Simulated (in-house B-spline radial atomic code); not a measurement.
Yb⁺. Computed with a B-spline radial atomic code. Model: non-relativistic spherical atom: semilocal Troullier-Martins pseudo-atom, one channel per l, against all electrons, high spin, G0W0 and RPA with empty states to l = 8, local potential for every l without a channel, a model core (radius 0 = none) keeps its share of the functional.

Without relativity these are model numbers for so heavy an element.

What the tables leave out is listed at the end.

The pseudopotential gives back the lowest level of each angular momentum of its own functional in the configuration it was made in; a second state of the same l is only approximately right. Exact exchange, RPA and GW see the smooth pseudo-orbitals and miss the exchange with the core, for which the functional's share stands in. The column with an uncorrelated core keeps all orbitals and exact exchange, and so separates missing core correlation from pseudisation. Only the three outermost levels and the lowest empty one were computed. RPA here is direct RPA, with no exchange kernel, and its energies carry an (l + 1/2)⁻⁴ tail. A hybrid on a potential with a model core restores only its own semilocal share of the core's exchange.

Command:
```bash
python run_psgw.py task.json out
```
Settings (lengths in bohr, energies in hartree):
```
Z                      70
electrons              69
configuration          [Xe] 4f14 6s1
generated_in           [Xe] 4f14 6s2
functional             pbe,pbe
core_shells            10
radius_factor          1.3
core_correction        True
ion_configuration      [Xe] 4f14
```

Time taken, with all properties: 98 s on 1 thread of Arm Neoverse N1, with other jobs on the host.

Given: made with PBE; model core radius 0.706 bohr; local radius 1.918 bohr; mean-field start PBE.

Valence shells of the generating configuration: 5p, 4f, 6s.

Channel: s 3.4, p 1.657, d 2.557, f 2.097 (radii in bohr).

Computed: largest level miss in the spin-unpolarised generating configuration 0 eV; valence RPA correlation energy all-electron orbitals -1.6951 hartree; valence RPA correlation energy pseudo -2.4604 hartree; all-electron RPA polarisability, core included 54.435 bohr³; pseudo-atom RPA polarisability 54.431 bohr³; ionisation by RPA all-electron 11.771 eV; ionisation by RPA pseudo minus all 0.456 eV.

```
          level  occupied  mean-field all-electron (eV)  mean-field pseudo minus all (eV)  G0W0 all-electron (eV)  G0W0 uncorrelated core minus all (eV)  G0W0 pseudo minus all (eV)  exchange self-energy all-electron (eV)  exchange self-energy pseudo (eV)
          6s up         1                       -8.8637                                 0                 -11.732                                 -0.009                        -0.3                                  -8.229                           -7.9355
6s down (empty)         0                       -7.8762                             0.007                 -6.3099                                 -0.008                      -0.356                                 -1.9365                           -1.6558
```

Q: What is the ionisation by mean-field pseudo minus all?

A: 0.005 eV.

Q: What is the ionisation by mean-field all-electron?

A: 11.446 eV.

Given: mean-field start PBE0.

Computed: all-electron RPA polarisability, core included 47.069 bohr³; pseudo-atom RPA polarisability 43.199 bohr³; ionisation by mean-field all-electron 11.254 eV; ionisation by mean-field pseudo minus all 0.277 eV; ionisation by RPA all-electron 11.606 eV; ionisation by RPA pseudo minus all 0.451 eV.

```
          level  occupied  mean-field all-electron (eV)  mean-field pseudo minus all (eV)  G0W0 all-electron (eV)  G0W0 uncorrelated core minus all (eV)  G0W0 pseudo minus all (eV)  exchange self-energy all-electron (eV)  exchange self-energy pseudo (eV)
          6s up         1                       -9.3826                            -0.216                 -11.659                                 -0.006                      -0.398                                 -8.0583                            -8.171
6s down (empty)         0                       -7.0712                            -0.206                 -5.9655                                 -0.004                      -0.304                                 -1.6977                           -1.6339
```

Q: What is the valence RPA correlation energy pseudo?

A: -2.3968 hartree.

Q: What is the valence RPA correlation energy all-electron orbitals?

A: -1.6007 hartree.

Among the listed levels the largest G0W0 shift of the pseudo-atom is -0.40 eV, for 6s up on the PBE0 start, while leaving the core uncorrelated moves that level by -0.01 eV. So pseudisation and the lost core exchange, not the missing core correlation, make the error. Not in the tables (levels of low weight, unsolved or above zero; the highest and the empty levels are kept at any weight): on PBE the G0W0 levels 4f down (pseudo minus all +6.00 eV, weights 0.69 and 0.19), 4f up (pseudo minus all +5.98 eV, weights 0.68 and 0.02); on PBE0 the G0W0 levels 4f up (pseudo minus all +5.97 eV, weights 0.83 and 0.71), 4f down (pseudo minus all +5.95 eV, weights 0.83 and 0.71); no Hartree-Fock pseudo-atom is run with a model core.
